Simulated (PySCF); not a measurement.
# Mg⁺ (magnesium, charge +1) across methods

[Ne] 3s1, 2S determinant. Computed with PySCF 2.14 in aug-cc-pCVTZ-DK, with the spin-free X2C one-electron Hamiltonian (Gaussian nucleus).

```csv
method,E (hartree),mean ε 2p α (eV),mean ε 2p β (eV),mean ε 3s α (eV),Σ⟨r²⟩ (bohr²),⟨S²⟩
PBE0,-200.0005,-59.729,-59.560,-12.723,13.71,0.750
r2SCANh,-200.0768,-58.530,-58.400,-12.374,13.68,0.750
LC-wPBE,-200.0269,-61.482,-61.336,-15.033,13.72,0.750
r2SCAN,-200.0792,-57.062,-56.935,-12.073,13.69,0.750
CAM-B3LYP,-200.1051,-61.021,-60.877,-13.954,13.57,0.750
PBE,-199.9827,-55.630,-55.458,-11.914,13.69,0.750
LDA,-199.1562,-55.719,-55.563,-12.000,13.59,0.750
M06,-200.0917,-60.021,-59.928,-12.468,13.58,0.750
```

**Question.** Estimate the same row for UHF.

**Answer.** E (hartree) = -199.67647; mean ε 2p α (eV) = -70.884; mean ε 2p β (eV) = -70.713; mean ε 3s α (eV) = -14.759; Σ⟨r²⟩ (bohr²) = 13.98; ⟨S²⟩ = 0.750.
